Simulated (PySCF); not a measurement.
**Ionisation energy of Ba⁵³⁺ by level of theory**

Ba⁵³⁺ [He] 2s1 [2s1/2^1, M_J = 1/2] → Ba⁵⁴⁺ 1s2, as a difference of total energies. All numbers are calculated (PySCF 2.14, the two-component X2C-1e Hamiltonian, in an uncontracted even-tempered set (17 s from 33 bohr⁻², ratio 2.4; 12 p from 43 bohr⁻², ratio 2.4; 5 d from 130 bohr⁻², ratio 2.6; 4 f from 200 bohr⁻², ratio 2.6)). Correlated levels: nothing frozen; the 32 highest virtual spinors dropped. "Screened" scales the spin-orbit matrix elements by Boettger's factors to mimic the two-electron term; Breit and QED terms are absent.

| method | ionisation energy (eV) | difference from reference (eV) |
| --- | --- | --- |
| GHF (screened spin-orbit) | 10626.2 | +9.8 |
| GMP2 (screened spin-orbit) | 10626.4 | +10.0 |

Reference: 10616.42 ± 0.05 eV (theoretical estimate listed by NIST; NIST Atomic Spectra Database, ionization energies).

For this ion Breit and QED terms and the two-electron picture change, all absent here, outweigh the correlation shift from GHF to GMP2.
